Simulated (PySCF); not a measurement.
**Calculated properties of `CS[SiH2]/C=C\[SiH3]`**

C₃H₁₀SSi₂.
SMILES with atom numbers: `[CH3:1][S:2][SiH2:3]/[CH:4]=[CH:5]\[SiH3:6]` (hydrogens: H7, H8, H9 on C1; H10, H11 on Si3; H12 on C4; H13 on C5; H14, H15, H16 on Si6)

Geometry (PBE0-D3(BJ)/def2-SVP, Å), atoms numbered from 1 in this order:
```
atom  x, y, z in Å
C1     2.1654   -0.4750   -0.8246
S2     2.5679    1.0589    0.0726
Si3    0.6729    1.4439    0.9931
C4    -0.6346    1.6813   -0.3244
C5    -1.6068    0.8051   -0.6423
Si6   -1.9955   -0.8419    0.1921
H7     1.3208   -0.3256   -1.5124
H8     3.0566   -0.7429   -1.4073
H9     1.9355   -1.2947   -0.1293
H10    0.2668    0.3126    1.8843
H11    0.8791    2.6887    1.7872
H12   -0.5542    2.6019   -0.9215
H13   -2.2711    1.0719   -1.4778
H14   -3.1151   -1.4846   -0.5591
H15   -0.8176   -1.7625    0.1663
H16   -2.4184   -0.6577    1.6135
```

Some functional groups and rings: C=C double bond, Si–H bond and C–Si bond.

From PBE0-D3(BJ)/def2-SVP geometry optimisation, gas phase (PySCF):

```
Point group                  : C1
Rotational constants A, B, C : 2.965, 0.956, 0.842 GHz
```

PBE0/def2-SVPD ground state, ΔSCF and vertical TDDFT (core frozen in the response) (PySCF):

```
Dipole moment                                                     : 1.54 D
HOMO energy                                                       : -6.91 eV
LUMO energy                                                       : -1.42 eV
HOMO–LUMO gap                                                     : 5.49 eV
Lowest singlet excitation                                         : 4.42 eV (281 nm, f = 0.020)
Strongest line among the 10 lowest singlet transitions            : S4 at 5.95 eV (208 nm, f = 0.256)
Lowest triplet excitation (Tamm–Dancoff)                          : 3.79 eV
Static isotropic polarisability                                   : 114.2 au
Vertical ionisation energy                                        : 8.81 eV
Electronic spatial extent ⟨r²⟩ about the centre of nuclear charge : 1447 bohr²
```

KT3/pcSseg-1 ground state and GIAO shieldings, non-relativistic (PySCF):

```
13C chemical shifts (computed TMS as zero) by class         : 142.2 (C4), 137.6 (C5), 15.6 (C1) ppm
1H chemical shifts (computed TMS as zero) by class          : 6.87 (H13), 6.69 (H12), 4.84 (H10/H11), 4.08 (H14/H15/H16), 1.96 (H7/H8/H9) ppm
Isotropic shieldings of nuclei other than C and H, by class : 401 (Si3), 445 (Si6), 679 (S2) ppm
```

Monoisotopic mass (most abundant isotopes): 134.0042 u.

The rotational constants make it an asymmetric top with κ = (2B − A − C)/(A − C) = -0.89, nearer the prolate limit (−1). The ΔSCF ionisation energy exceeds −ε(HOMO) by 1.90 eV with PBE0. The largest Löwdin shares of the LUMO are 0.31 on C5, 0.27 on C4, 0.11 on Si6 and 0.09 on Si3. S1 lies 1.07 eV below the HOMO–LUMO gap; its leading configuration is HOMO→LUMO, weight 0.98.

 NMR classes are plain means over equivalent atoms (diastereotopic ones count apart unless rotation or inversion swaps them), as if these changed places fast; in this geometry the members of some classes differ.

For the TDDFT job (PBE0/def2-SVPD), hardware: x86-64 server, one thread, shared host. Cost: 2.7 min of wall time.

One conformer stands for the species.
